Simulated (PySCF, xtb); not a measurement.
B(F)(H)(SiH3) (BFH₄Si), SMILES [SiH3]BF.

Geometry: B3LYP-D3(BJ)/def2-TZVP.

The numbers are results of IEF-PCM-M06-2X/def2-SVP in PySCF, not measurements.

The values are the electrostatic part of the solvation free energy, E(continuum) − E(gas) at the gas-phase geometry, in a cavity of scaled van der Waals radii (PySCF's table); cavitation and dispersion terms are not included. In vacuum the orbital gap is 8.78 eV. The dipole moment in vacuum is 0.52 D.

```tsv
solvent	ε	ΔG(elec) (kcal/mol)	dipole (D)	gap (eV)
water	78.36	-1.0	0.63	8.85
ethylethanoate	5.99	-0.8	0.60	8.84
N,N-dimethylformamide	37.22	-1.0	0.62	8.85
```

For comparison, GFN2-xTB/ALPB(water) (xtb, at the GFN2-xTB geometry, all terms of that model) gives -0.3 kcal/mol.
